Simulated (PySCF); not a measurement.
Bonds: Si1-C2, Si1-C6, Si1-N10, Si1-N19, N10-C11, C11-C12, N19-C20, C20-C21. C2 carries H3, H4, H5; C6 carries H7, H8, H9; N10 carries H13; C11 carries H14, H15; C12 carries H16, H17, H18; N19 carries H22; C20 carries H23, H24; C21 carries H25, H26, H27.

Geometry: PBE0-D3(BJ)/def2-SVP; GIAO absolute shieldings from PySCF 2.14, gas phase, non-relativistic, averaged over equivalent atoms.

At PBE0/pcSseg-1 (250 basis functions, 2.8 min wall time on 1 thread of an AMD EPYC, shared host):
```
                  atoms  σ (ppm)
                    Si1    360.2
                C11/C20    145.4
                C12/C21    160.4
                  C2/C6    184.8
        H14/H15/H23/H24    28.56
H16/H17/H18/H25/H26/H27    30.33
                H13/H22    31.22
      H3/H4/H5/H7/H8/H9    31.26
                N10/N19    211.9
```

Predict the values at wB97X-D/pcSseg-1 on the same geometry.

## Answers


```csv
atoms,σ at wB97X-D/pcSseg-1,change
Si1,359.9,-0.3
C11/C20,146.1,+0.7
C12/C21,160.4,+0.0
C2/C6,184.7,-0.1
H14/H15/H23/H24,28.74,+0.18
H16/H17/H18/H25/H26/H27,30.43,+0.10
H13/H22,31.40,+0.18
H3/H4/H5/H7/H8/H9,31.38,+0.12
N10/N19,214.8,+2.9
```

The largest change is at N10/N19 (nitrogen bonded to C, Si, H). Cost: 250 basis functions, 2.6 min wall time on 1 thread of an AMD EPYC, shared host. The order of the carbon signals is the same at both levels.
